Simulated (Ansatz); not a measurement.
Ansatz (a quantum-chemistry and plane-wave program) input:

Ansatz 0.2 input:
```yaml
crystal:
  periodic: [false, false, false]
  atoms:
    - {symbol: O, position_ang: [-0.34729423, -0.00988328, -0.00860411]}
    - {symbol: Sn, position_ang: [1.59663662, 0.01100336, 0.02226654]}
    - {symbol: H, position_ang: [-1.32287420, -0.01984852, -0.02422213]}
basis:
  gaussian:
    orbitals: def2-TZVP
hamiltonian:
  xc: b3lyp
  dispersion: d3bj
total_charge: 1
relax: {f_tol: 0.002, max_steps: 150}
```

Predict the final energy.

-289.99574 Eh (B3LYP-D3(BJ)/def2-TZVP). The basis has 87 functions.

It need not be the lowest isomer of its formula.
